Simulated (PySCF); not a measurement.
PySCF input:

```python
from pyscf import gto, scf, dft

mol = gto.M(
    atom='''
    Si   -1.55689240   -0.01072249    0.03241634
    Ge    0.73062527    0.00503190   -0.01521248
    H    -2.28844008    1.22713903    0.33001745
    H    -2.28308120   -1.25862361   -0.23483298
    H     1.49677345   -1.27472892   -0.32310709
    H     1.49123289    1.29530766    0.26089327
    ''',
    basis='def2-tzvpd',
    charge=1,
    spin=1,
    verbose=4,
)

mf = dft.UKS(mol, xc='mn15').density_fit(auxbasis='def2-universal-jkfit')
mf.grids.level = 4
mf.conv_tol = 1e-9
mf.max_cycle = 100
mf.max_memory = 1500
mf.kernel()
if not mf.converged:
    mf = mf.newton()
    mf.kernel(mf.make_rdm1())
for _ in range(2):
    mo, _, stable, _ = mf.stability(return_status=True)
    if stable:
        break
    mf.kernel(mf.make_rdm1(mo, mf.mo_occ))
mf.analyze()
```

Task: Predict the final energy.

Result: -2368.75258 Eh (MN15/def2-TZVPD).
